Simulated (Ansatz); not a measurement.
Molecule: CH6OSi, charge 0, multiplicity 1. SMILES: CO[SiH3]
Coordinates optimised at B3LYP-D3(BJ)/def2-TZVP (Ansatz, a program for electronic structure):
```xyz
9

Si     1.0072     0.2847     0.1736
O     -0.3092    -0.5077    -0.4154
C     -1.6411    -0.1893    -0.0463
H      2.1880    -0.3427    -0.4511
H      1.0809     0.1649     1.6527
H      0.9516     1.7305    -0.1643
H     -1.8932     0.8414    -0.3167
H     -1.7973    -0.3187     1.0297
H     -2.3104    -0.8637    -0.5797
```
Charge 0, spin multiplicity 1.

Quantity: atomisation energy (electronic, to ground-state atoms), in eV. Cores are frozen in the correlated levels unless marked. UHF or UKS for open shells. No spin-orbit coupling. Non-relativistic. The coupled-cluster limit lacks core correlation, which all-electron functionals hold. Basis-set limits of correlation are two-point, X^-3; Hartree-Fock from the larger set (for Q and 5 zeta extrapolated as (X+1)exp(-9√X)). [CCSD(T)-MP2]/basis is that difference in the basis named.

| level | program | atomisation energy (eV) |
|---|---|---|
| HF/cc-pV(5+d)Z | Ansatz | 24.16 |
| HF/CBS(cc-pV(Q+d)Z,cc-pV(5+d)Z) | Ansatz | 24.16 |
| B97M-V/def2-TZVPD | Ansatz | 32.16 |
| B3LYP-D4/def2-TZVPD | Ansatz + dftd4 | 32.21 |
| LC-wPBE/def2-TZVPD | Ansatz | 31.90 |
| RI-MP2/CBS(aug-cc-pV(T+d)Z,aug-cc-pV(Q+d)Z)+[CCSD(T)-MP2]/aug-cc-pV(Q+d)Z | Ansatz | 32.31 |
| CCSD(T)/CBS(cc-pV(Q+d)Z,cc-pV(5+d)Z) | Ansatz | 32.27 |
